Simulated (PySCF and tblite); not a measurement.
The numbers below are computed, except where a source is named.
C₈H₁₁F₃, numbered as in [F:1][C:2]([F:3])([F:4])[C@@H:5]1[CH2:6][CH:7]=[CH:8][CH2:9][CH2:10][CH2:11]1. The ensemble was built from 60 distance-geometry starts (ETKDG, MMFF94s, GFN2-xTB) and rests on GFN2-xTB geometries. Energies: PBE0-D3(BJ)/6-31G*, with GFN2-xTB thermal terms (modes under about 100 cm⁻¹ blended into free rotors). Symmetry numbers and mirror images are counted. Conformers within 2.5 kcal/mol (GFN2-xTB free energy) were kept, 4 at most. GIAO shieldings: KT2/6-31G*. Shifts are against CFCl3 (¹⁹F) at the same level. Run with PySCF (density fitting) and tblite.

The 7-ring runs over atoms 5–6–7–8–9–10–11.

```
conformer                                                          shape  point group  mirror pair  ΔE(DFT)  Δ(G−E) at 350 K  δ F1/F3/F4 (ppm)
        1  7-ring puckered (ring torsions 63, 0, -62, 78, -67, 67, -79°)           C1           no     0.00             0.00            -121.7
        2   7-ring puckered (ring torsions 33, 4, 30, -82, 45, 44, -83°)           C1           no     0.59            -0.03            -120.7
        3  7-ring puckered (ring torsions -64, 2, 63, -80, 63, -59, 73°)           C1           no     1.79             0.41            -106.8
```

Energies in kcal/mol; the thermal term leaves out symmetry numbers and mirror images.

Q: Work out the weights at 350 K and the ¹⁹F shift of F1/F3/F4 under fast exchange.

A: RT = 0.696 kcal/mol. Each conformer gets RT ln(σ/g), with σ the rotational symmetry number and g = 2 for a mirror pair: 1: σ = 1, g = 1, G = 0.00 + 0.00 + 0.00 = 0.00, 0.00 above the lowest, exp(−ΔG/RT) = 1.000; 2: σ = 1, g = 1, G = 0.59 − 0.03 + 0.00 = 0.55, 0.55 above the lowest, exp(−ΔG/RT) = 0.452; 3: σ = 1, g = 1, G = 1.79 + 0.41 + 0.00 = 2.20, 2.20 above the lowest, exp(−ΔG/RT) = 0.042. The sum is 1.494, so the weights are 66.9, 30.2, 2.8 %. The averaged shift is -121.0 ppm. At 298.15 K it is -121.2 ppm. At 298.15 K the leading conformer alone gives -121.7 ppm and bare DFT energies give -121.0 ppm.

Unscaled ¹⁹F shifts at such levels can be off by tens of ppm; differences between conformers or isomers are more reliable.


Conformer gaps in 6-31G* on xTB geometries can be 2 kcal/mol off for S=O, P=O and other polar bonds.